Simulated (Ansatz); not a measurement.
`BO[SiH2]S[SiH3]` and `BO[SiH2]N` differ in one atom or group.

Ansatz, PBE0-D4/def2-TZVP geometries, multiplicity 1. Each molecule was computed in one conformer, which needn't be the lowest.

```csv
property,`BO[SiH2]S[SiH3]`
HOMO energy (PBE/def2-TZVPP) / eV,-6.63
size of the dipole moment (ωB97M-V/def2-TZVPP) / D,0.94
HOMO–LUMO gap (PBE0/def2-TZVPP) / eV,7.09
LUMO energy (ωB97M-V/def2-TZVPP) / eV,1.13
HOMO–LUMO gap (PBE/def2-TZVPP) / eV,4.88
HOMO–LUMO gap (ωB97M-V/def2-TZVPP) / eV,11.13
```

(1) What does the change do to each property? (An estimate is asked.)

Results:

(1) The calculation gave: 
```json
{"property": "HOMO energy (PBE/def2-TZVPP) / eV", "`BO[SiH2]N`": "-6.56", "shift": "0.07"}
{"property": "size of the dipole moment (ωB97M-V/def2-TZVPP) / D", "`BO[SiH2]N`": "1.80", "shift": "0.86"}
{"property": "HOMO–LUMO gap (PBE0/def2-TZVPP) / eV", "`BO[SiH2]N`": "7.55", "shift": "0.46"}
{"property": "LUMO energy (ωB97M-V/def2-TZVPP) / eV", "`BO[SiH2]N`": "1.40", "shift": "0.27"}
{"property": "HOMO–LUMO gap (PBE/def2-TZVPP) / eV", "`BO[SiH2]N`": "5.10", "shift": "0.22"}
{"property": "HOMO–LUMO gap (ωB97M-V/def2-TZVPP) / eV", "`BO[SiH2]N`": "11.81", "shift": "0.68"}
```

With PBE0 the HOMO falls by 0.17 eV and the LUMO rises by 0.28 eV, so the gap widens by about 0.45 eV. PBE moves the HOMO by 0.07 eV and ωB97M-V by -0.41 eV. Dipoles are sizes alone; their direction can turn.
